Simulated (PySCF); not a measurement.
These are PBE0-D4/def2-TZVP (PySCF 2.14.0) values and carry that method's errors. All species are isolated molecules in the gas phase. One relaxed conformer stands for a flexible species; it need not be the lowest. Excitations are Tamm–Dancoff values on a coarser integration grid. The basis has no diffuse functions, so Rydberg states are missing or too high.

Reference species (SMILES): `B=NBN` (neutral, multiplicity 1).

| Property | Value |
|---|---|
| T1 excitation (TDA) | 5.17 eV |
| brightest of the four lowest singlets (TDA) | 6.38 eV |

Changed species: `N(B=N)B`.

### Question
Give the shifts of the T1 excitation (TDA) and brightest of the four lowest singlets (TDA).

### Answer
the T1 excitation (TDA) rises by 0.14 eV, to 5.31 eV; the brightest of the four lowest singlets (TDA) falls by 0.10 eV, to 6.28 eV.
